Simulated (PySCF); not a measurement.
PySCF input for AlCl₂HSe, SMILES [Al]([SeH])([Cl])[Cl], B3LYP/pcSseg-1. The structure is a stationary point at B3LYP-D3(BJ)/def2-SVP. Other conformers were not sampled.

```python
import numpy as np
from pyscf import gto, scf, dft
from pyscf.prop.nmr import rks as nmr

mol = gto.M(
    atom='''
    Al   -0.00014889    0.54472229    0.00000000
    Cl    1.81931729    1.58275289    0.00000000
    Cl   -1.80239802    1.61675519    0.00000000
    Se    0.03400366   -1.75466058    0.00000000
    H    -1.44181662   -1.81456740    0.00000000
    ''',
    basis='pcSseg-1',
    charge=0,
    spin=0,
    max_memory=1600,
    verbose=3,
)
mf = dft.RKS(mol, xc='b3lyp')
mf.grids.level = 3
mf.conv_tol = 1e-10
mf.max_cycle = 100
mf.kernel()
n = nmr.NMR(mf)
n.verbose = 2
n.max_cycle_cphf = 60
sigma = n.kernel()
print('atom   isotropic/ppm   span/ppm')
for i, s in enumerate(sigma):
    w = np.linalg.eigvalsh((s + s.T) / 2)
    print(f'{mol.atom_symbol(i):2s}{i + 1:3d} {w.mean():14.3f} {w[2] - w[0]:11.3f}')
```

Program output:

```
converged SCF energy = -3564.96781720342
atom   isotropic/ppm   span/ppm
Al  1        364.436     100.435
Cl  2        877.056     268.145
Cl  3        868.131     273.234
Se  4       2090.555     377.422
H   5         30.597      23.753
```

Self-consistency was reached.
